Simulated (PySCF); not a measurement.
A run for PySCF: R-MP2/6-31G* on BClFHSe (SMILES FB(Cl)[SeH]), a point of a torsion scan.

```python
from pyscf import gto, scf, dft, mp
from pyscf.data.elements import chemcore

mol = gto.M(
    atom='''
    F    -0.94956151    1.30536375   -0.12675755
    B    -0.58862014    0.05088652    0.06728845
    Cl   -1.78593618   -1.16773945   -0.07174027
    Se    1.18819761   -0.24706923    0.74276537
    H     1.32130276   -1.62260109    0.33735101
    ''',
    basis='6-31g*',
    cart=True,
    charge=0, spin=0, verbose=3, max_memory=1800)
mf = scf.RHF(mol)
mf.conv_tol = 1e-8
mf.max_cycle = 100
mf.kernel()
if not mf.converged:
    mf = mf.newton().run(mf.mo_coeff, mf.mo_occ)
pt = mp.MP2(mf, frozen=chemcore(mol)).run()
```

It printed:

```
converged SCF energy = -2983.84704549415
E(RMP2) = -2984.48834093511  E_corr = -0.641295440962046
E(SCS-RMP2) = -2984.45239364501  E_corr = -0.605348150863068
```

Self-consistency was reached.

Cost: very roughly 2.2 core-seconds.
